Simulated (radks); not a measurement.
Values are calculated unless marked as measured or tabulated.
Isoelectronic series with 3 electrons, all held in the configuration [He] 2s1, which need not be the ground one along the series. Level of theory: Dirac Kohn-Sham, PBE, spin-unpolarised, spherical densities, point nucleus (a radial shooting solver on a logarithmic mesh with Libxc functionals). Total energies (hartree) and orbital eigenvalues (eV):

| ion | E (hartree) | 2s1/2 | 1s1/2 |
|---|---|---|---|
| Li | -7.45220 | -2.8742 | -51.8544 |
| Be+ | -14.28190 | -13.7004 | -117.7875 |
| B2+ | -23.36689 | -31.4751 | -211.1735 |
| C3+ | -34.70686 | -56.1054 | -331.8799 |
| N4+ | -48.30321 | -87.5722 | -479.8889 |
| O5+ | -64.15806 | -125.8733 | -655.2106 |
| F6+ | -82.27398 | -171.0132 | -857.8675 |
| Ne7+ | -102.65398 | -222.9998 | -1087.890 |
| Mg9+ | -150.22017 | -347.5557 | -1630.181 |
| Al10+ | -177.41436 | -420.1507 | -1942.537 |
| Si11+ | -206.88858 | -499.6436 | -2282.434 |
| P12+ | -238.64781 | -586.0512 | -2649.927 |
| S13+ | -272.69742 | -679.3918 | -3045.079 |
| Cl14+ | -309.04320 | -779.6852 | -3467.953 |
| Ar15+ | -347.69134 | -886.9528 | -3918.621 |
| K16+ | -388.64843 | -1001.217 | -4397.157 |
| Ca17+ | -431.92150 | -1122.504 | -4903.643 |
| Sc18+ | -477.51800 | -1250.837 | -5438.164 |
| Ti19+ | -525.44579 | -1386.246 | -6000.809 |
| V20+ | -575.71321 | -1528.759 | -6591.674 |
| Cr21+ | -628.32900 | -1678.407 | -7210.860 |
| Mn22+ | -683.30238 | -1835.222 | -7858.472 |
